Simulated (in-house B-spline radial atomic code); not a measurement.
Ionising Mn5+ with different functionals

Computed with a radial B-spline atomic code at the basis-set limit: non-relativistic Hamiltonian, point nucleus, spin-polarised at highest spin, spherical fractional occupations for the functionals, the average over the highest-spin determinants for Hartree-Fock. The ionisation energy is the difference of two self-consistent energies, [Ar] 3d2 → [Ar] 3d1, without Breit or QED terms; ε is the level of the shell that loses the electron (its least bound occupied spin orbital).

Hybrids are left out here: with spherical fractional occupations of an open shell their exact exchange keeps a self-interaction that integer-occupation calculations don't have.

| method | rung | ΔSCF (eV) | -ε(3d) (eV) |
| --- | --- | --- | --- |
| Hartree-Fock | Hartree-Fock | 94.30 | 95.77 |
| LDA VWN5 | LDA | 95.93 | 84.36 |
| LDA PW92 | LDA | 95.92 | 84.35 |
| LDA exchange-only | LDA | 94.13 | 82.64 |
| PBE | GGA | ? | ? |
| PBEsol | GGA | 95.63 | 84.09 |
| BLYP | GGA | 95.61 | 84.05 |
| RPBE | GGA | 95.59 | 84.05 |
| PW91 | GGA | 95.81 | 84.25 |
| BP86 | GGA | 95.70 | 84.15 |
| AM05 | GGA | 95.66 | 84.11 |
| OLYP | GGA | 96.13 | 84.58 |
| TPSS | meta-GGA | 95.48 | 83.96 |
| SCAN | meta-GGA | 95.38 | 84.02 |
| r2SCAN | meta-GGA | 95.46 | 84.09 |
| M06-L | meta-GGA | 95.26 | 83.88 |
| revTPSS | meta-GGA | ? | ? |

(1) What does PBE give?

(2) What does revTPSS give?

(3) How do they compare with the NIST value?

## Answers

(1) ΔSCF 95.66 eV, and -ε(3d) = 84.12 eV.

(2) ΔSCF 95.32 eV, and -ε(3d) = 83.83 eV.

(3) NIST lists 95.60 eV ± 0.025 (measured, ground level to ground level). Errors run from -1.48 to +0.53 eV; BLYP is closest (+0.01 eV), though others lie within the uncertainty of it, and part of that can be cancellation, since the calculations leave out relativity, Breit-QED terms, multiplet and fine-structure energies. Hartree-Fock also lacks correlation.
